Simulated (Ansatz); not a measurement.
Abridged output of a molecular run in Ansatz:

```
Functional definition: HF
1139 factors; integrals over basis functions are off by at most 8.6e-4 eV
mean field evaluation 1: about -15801.7749 eV, gradient 4.3e1 eV
mean field evaluation 2: about -15802.0718 eV, gradient 4.4e1 eV
mean field evaluation 4: about -15805.8828 eV, gradient 3.9e0 eV
mean field evaluation 8: about -15805.9636 eV, gradient 4.9e-1 eV
mean field evaluation 16: about -15805.9657 eV, gradient 2.0e-6 eV
mean field -15805.96570031 eV, -580.8585258180 hartree, gradient 2.0e-6 eV, S^2 0.000000; 0 other end points of the search recorded, 0 dependent functions left out
9 core orbitals not correlated: weight in the atoms' cores, before any rotation towards them, 1.000 or more for the frozen orbitals, at most 0.000 for the correlated occupied ones
reference -15805.96570031 eV, -580.8585258180 hartree; 14, 14 occupied and 157, 157 virtual orbitals, 1139 factors
second order -25.81244870 eV of doubles, -0.00000000 eV of singles
cycle   1  -25.30128401 eV  change    5.1e-1 eV  update   1.2e-1
cycle   2  -25.92582102 eV  change   -6.2e-1 eV  update   3.7e-2
cycle   3  -26.07234964 eV  change   -1.5e-1 eV  update   1.8e-2
cycle   4  -26.05413630 eV  change    1.8e-2 eV  update   4.6e-3
cycle   5  -26.05013541 eV  change    4.0e-3 eV  update   2.2e-3
cycle   6  -26.05203079 eV  change   -1.9e-3 eV  update   7.1e-4
cycle   7  -26.05184384 eV  change    1.9e-4 eV  update   2.9e-4
cycle   8  -26.05162552 eV  change    2.2e-4 eV  update   1.0e-4
cycle   9  -26.05165252 eV  change   -2.7e-5 eV  update   4.4e-5
cycle  10  -26.05167738 eV  change   -2.5e-5 eV  update   1.8e-5
perturbative correction -1.04701757 eV, -0.0384771859 hartree
Total energy: -15833.06439525 eV, -581.8543844890 hartree
```

Its atoms:

Z-matrix (Å, degrees):
```
Si
F 1 1.581
C 1 1.750 2 122.9
N 1 1.761 2 119.6 3 -50.1
H 1 1.467 2 107.7 3 163.8
F 3 1.310 1 163.3 2 76.5
```

Task: Which basis set was used?
A. cc-pV(D+d)Z
B. def2-QZVPP
C. def2-SVPD
D. def2-TZVPP

Result: D. It gives 180 functions.

Task: Write the keys of the input that set method, charge and spin (a neutral closed shell needs none for the last two).

Result: 
```yaml
correlation: {method: ccsd_t}
```
